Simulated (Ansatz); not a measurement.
`CC(C)[O][InH][NH2]` and `CC(C)[O][AlH][Cl]` differ in one atom or group.

Ansatz, PBE0-D4/def2-TZVP geometries, multiplicity 1. Each molecule was computed in one conformer, which needn't be the lowest.

Elements past krypton have def2 core potentials.

```tsv
property	`CC(C)[O][InH][NH2]`
HOMO energy (PBE/def2-TZVPP) / eV	-5.58
ideal-gas entropy at 298 K and 1 bar (rigid rotor, harmonic PBE0-D4/def2-TZVP) / J/(mol·K)	421
HOMO–LUMO gap (B3LYP/def2-TZVPP) / eV	5.64
LUMO energy (PBE/def2-TZVPP) / eV	-1.55
size of the dipole moment (B3LYP/def2-TZVPP) / D	1.62
LUMO energy (PBE0/def2-TZVPP) / eV	-0.85
```

**Question.** What does the change do to each property? (Best estimate.)

**Answer.** Ansatz gave: 
| property | `CC(C)[O][AlH][Cl]` | shift |
| --- | --- | --- |
| HOMO energy (PBE/def2-TZVPP) / eV | -6.90 | -1.32 |
| ideal-gas entropy at 298 K and 1 bar (rigid rotor, harmonic PBE0-D4/def2-TZVP) / J/(mol·K) | 397 | -24 |
| HOMO–LUMO gap (B3LYP/def2-TZVPP) / eV | 7.20 | 1.56 |
| LUMO energy (PBE/def2-TZVPP) / eV | -1.49 | 0.06 |
| size of the dipole moment (B3LYP/def2-TZVPP) / D | 1.18 | -0.44 |
| LUMO energy (PBE0/def2-TZVPP) / eV | -0.72 | 0.13 |

With PBE0 the HOMO falls by 1.36 eV and the LUMO rises by 0.13 eV, so the gap widens by about 1.49 eV. PBE moves the HOMO by -1.32 eV and ωB97M-V by -1.38 eV. The zero-point energy changes by -55.6 kJ/mol with -6 modes. Dipoles are sizes alone; their direction can turn. Modes under 60 cm⁻¹, often nearly free rotors, make the harmonic entropy too high.

B3LYP here is the variant with VWN-RPA as its local correlation; programs differ in this.
